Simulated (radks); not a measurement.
Results of a calculation; reference values are marked as such.
Coulomb parameter of the 3d shell of the iron ion Fe+ in the model configuration [Ar] 3d5 4s1 4p1, as a second difference U = [E(n + 0.5) + E(n - 0.5) - 2 E(n)] / (0.5)^2 with all orbitals relaxed. "Bare": the charge of the atom changes with n. "Screened": the 4p shell takes up the change at fixed total charge, which measures U(3d,3d) + U(4p,4p) - 2 U(3d,4p). Level of theory: scalar-relativistic Kohn-Sham, PBE, spin-unpolarised, spherical densities, point nucleus (a radial shooting solver on a logarithmic mesh with Libxc functionals).

case                  configuration  E - E(n) (eV)
start              [Ar] 3d5 4s1 4p1          0.000
bare +0.5        [Ar] 3d5.5 4s1 4p1         -9.581
bare -0.5        [Ar] 3d4.5 4s1 4p1         13.476
screened +0.5  [Ar] 3d5.5 4s1 4p0.5         -6.189
screened -0.5  [Ar] 3d4.5 4s1 4p1.5          7.589

U(bare) = 15.580 eV, U(screened by 4p) = 5.598 eV, against the Slater integral F0(3d,3d) = 24.702 eV with frozen orbitals.
